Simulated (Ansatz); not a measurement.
Geometry optimisation, Ansatz, RKS PBE0/def2-SVP.

Input:

```yaml
crystal:
  periodic: [false, false, false]
  atoms:
    - { symbol: Ga, position_ang: [0.038029, 0.126892, 0.122983] }
    - { symbol: "N", position_ang: [-0.033309, -0.009355, 2.01192] }
    - { symbol: H, position_ang: [-0.920804, 0.235586, 2.444591] }
    - { symbol: H, position_ang: [0.714666, 0.487099, 2.491274] }
    - { symbol: Cl, position_ang: [1.846329, 0.760488, -0.814905] }
    - { symbol: O, position_ang: [-1.374914, -0.14729, -0.91715] }
    - { symbol: H, position_ang: [-2.17295, -0.399254, -0.440933] }
    - { symbol: S, position_ang: [0.774649, -3.174516, 0.869044] }
    - { symbol: H, position_ang: [-0.530828, -3.454622, 0.673026] }
    - { symbol: H, position_ang: [0.479432, -2.198627, 1.803049] }
basis:
  gaussian: { orbitals: def2-SVP }
hamiltonian:
  xc: pbe0
relax:
  f_tol: 0.03
  max_steps: 50
output:
  orbitals: {}
```

Launched with:

```bash
$ ansatz run input.yaml --threads 4 --pin off --max-ram 5120MiB --backend cpu --events-out ev --progress --plain --runs-dir out
```

Task: Where does it end, and by what steps?

Result: It converged. The force dipped under the threshold on the way, but the program's further checks kept it going. After 35 steps the energy has fallen by 0.338 eV; H7 moved furthest, 0.95 Å. Joined: Ga1–S8 (3.46 → 2.65 Å).

```
step  energy less start (eV)  largest force component (eV/Å)  accepted
   0                  0.0000                           1.071       yes
   2                 -0.1479                           0.437       yes
   4                 -0.1750                           0.174       yes
   6                 -0.1957                           0.328       yes
   8                 -0.2081                           0.262       yes
  10                 -0.1723                           1.518        no
  12                 -0.2244                           0.259        no
  14                 -0.2402                           0.216       yes
  16                 -0.2728                           0.154       yes
  18                 -0.2047                           2.163        no
  20                 -0.3082                           0.113       yes
  22                 -0.3184                           0.192       yes
  24                 -0.3212                           0.063       yes
  26                 -0.2997                           1.632        no
  28                 -0.3358                           0.037       yes
  30                 -0.3274                           0.913        no
  32                 -0.3377                           0.102       yes
  34                 -0.3381                           0.041       yes
  35                 -0.3384                           0.029       yes
```

```xyz
10
Properties=species:S:1:pos:R:3
Ga -0.018 -0.207 0.401
N 0.032 0.022 2.231
H -0.848 0.349 2.624
H 0.774 0.627 2.575
Cl 1.494 0.660 -0.890
O -1.622 -0.597 -0.309
H -1.679 -0.398 -1.248
S 0.733 -2.739 0.589
H -0.569 -3.039 0.373
H 0.522 -2.451 1.897
```

The run took 77 s on 4 threads of Intel(R) Xeon(R) Platinum 8488C (Sapphire Rapids), with other jobs on the host, peak memory 0.34 GiB.
